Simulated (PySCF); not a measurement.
Si(Me)2(Cl)2 (C2H6Cl2Si), SMILES [Si](C)(Cl)(Cl)C. Geometry optimised at TPSSh-D3(BJ)/def2-SVP. The isomer is the one that the SMILES or the coordinates give; other isomers of the formula were not compared.

All values below come from PySCF with TPSSh-D3(BJ)/def2-SVP.

Harmonic wavenumbers (cm⁻¹): 157, 159, 164, 170, 212, 217, 231, 468, 554, 688, 702, 760, 806, 842, 866, 1285, 1290, 1441, 1441, 1448, 1454, 3034, 3036, 3130, 3131, 3142, 3142. Rotational constants (GHz): 2.525, 1.772, 1.569; symmetry number 2.

Q: Work out the zero-point energy and the ideal-gas rigid-rotor harmonic-oscillator thermochemistry at 298.15 K and 1 atm.

A: ZPE = ½ Σ hcν = ½ × 33970 cm⁻¹ = 203.19 kJ/mol. H − E(el) = 226.46 kJ/mol. Entropy in J/(mol K): translation 169.36, rotation 112.30, vibration 78.51, total 360.17. G − E(el) = 119.07 kJ/mol. Cp = 118.10 J/(mol K).
